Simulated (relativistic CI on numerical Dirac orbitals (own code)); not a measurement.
One change at a time: Ce⁴⁺

Base calculation: Dirac-Coulomb-Breit CI, orbitals from a KLI potential per configuration, model QED (radiative potential, 1s self-energy scaled to tabulated hydrogen-like ionisation energies), valence Slater integrals scaled by 0.85, P86 correlation energy added to each configuration.

CI space (outside the closed core [Kr] 4d10): 5s2 5p6, 5s2 5p5 5d, 5s2 5p5 4f, 5s2 5p5 5f, 5s 5p6 5d, 5s2 5p5 5g, 5s2 5p5 6s, 5s2 5p5 6p, 5s 5p6 4f, 5s 5p6 5f, 5s2 5p5 6d, 5s 5p6 5g, 5s2 5p5 7s, 5s2 5p5 7p, 5s2 5p5 6f, 5s2 5p5 7d, 5s2 5p5 8s, 5s2 5p5 8p, 5s 5p6 6p, 5s 5p6 6s, 5p6 4f 5d, 5p6 4f2, 5p5 4f2 5d, 5p5 4f3, 5p5 4f2 5f, 5p5 4f2 5g, 5p5 4f2 6s, 5p6 5d2, 5p5 5d3, 5p5 4f 5d2, 5p5 5d2 5f, 5p5 5d2 5g, 5p5 5d2 6s. Double excitations out of closed p, d and f shells are left out; levels of such configurations are missing from the list, as are those of other unlisted configurations, and high levels can miss mixing partners. These lack a partner that the ground configuration has and come out too high: 5s2 5p5 6p, 5s2 5p5 6d, 5s2 5p5 7s, 5s2 5p5 7p, 5s2 5p5 6f.

Variants: (1) no correlation estimate; (2) self-excluded LDA correlation estimate; (3) Breit term removed; (4) one mean potential for all configurations. Shifts of the energy above 5s2 5p6 1S_0, in cm⁻¹, for the lowest level and the first level of each name with at least 55 % of one term (blank where a level changes its place among those of its configuration and J or its character, or is not in the variant):

| Level | Base | Δ(1) | Δ(2) | Δ(3) | Δ(4) | Measured |
| --- | --- | --- | --- | --- | --- | --- |
| 5s2 5p6 1S_0 | 0.0 | 0.0 | 0.0 | 0.0 | 0.0 | 0.0 |
| 5s2 5p5 4f 3D_1 | 110684.9 | +1299.5 | -916.9 | +1030.2 | +2419.4 |  |
| 5s2 5p5 4f 3D_2 | 113828.1 | +1299.1 | -916.8 | +1135.3 | +2355.9 |  |
| 5s2 5p5 4f 3G_5 | 117392.5 | +1305.2 | -918.4 | +1273.6 | +2273.7 |  |
| 5s2 5p5 4f 3G_4 | 117596.6 | +1304.4 | -918.2 | +1056.5 | +2424.2 |  |
| 5s2 5p5 4f 3D_3 | 118811.7 | +1299.7 | -916.9 | +1255.1 | +2283.0 |  |
| 5s2 5p5 5d 3P°_0 | 180258.6 | -2039.9 | -171.2 | +218.2 | +1450.2 |  |
| 5s2 5p5 5d 3P°_1 | 183153.5 | -2041.2 | -171.1 | +258.6 | +1480.9 | 181116.0 |
| 5s2 5p5 5d 3F°_4 | 188511.1 | -2019.7 | -176.4 | +335.0 | +1546.5 |  |
| 5s2 5p5 5d 3P°_2 | 188770.0 | -2043.0 | -171.3 | +327.1 | +1538.0 |  |
| 5s2 5p5 5d 3F°_3 | 190339.1 | -2022.1 | -175.7 | +264.5 | +1506.0 |  |
| 5s2 5p5 5d 3D°_3 | 201408.2 | -2034.6 | -172.5 | +330.1 | +1567.2 |  |
| 5s2 5p5 5d 3D°_1 | 211572.0 | -2043.1 | -168.4 | +416.9 | +1681.7 | 207057.0 |
| 5s2 5p5 6s 3P°_2 | 252026.8 | -5968.1 | +118.5 | +149.0 | +3739.8 |  |

At this charge configurations can still be misplaced by up to about 7 % of their energy. Levels and lines within the n = 5 or 6 shells can be off by up to 10 % or somewhat more, and those that change n by about 2 %, since core polarisation is missing. 3 of the 3 excited levels that our extract of the measured tables holds in this range could be paired (the sources list more); they are missed by 4804 cm⁻¹ on average and 7861 at most, and levels without a partner can miss by more. Levels that differ in their count of f electrons can be misplaced by several ten thousand cm⁻¹, since the correlation energy of f electrons is missing or only estimated; rates across such gaps can be off by orders of magnitude.

Measured levels: Martin, Zalubas and Hagan, Atomic Energy Levels: The Rare-Earth Elements, NSRDS-NBS 60 (1978).

Ionisation energy from the two ground configurations alone: base 65.95 eV; no correlation estimate 64.56 eV; self-excluded LDA correlation estimate 66.18 eV; Breit term removed 65.97 eV. The NIST ASD value (semi-empirical) is 65.55 eV.

LS names give the leading component of a level, which can be under half, so a name can repeat, a term be missing and a line seem to break the LS rules.
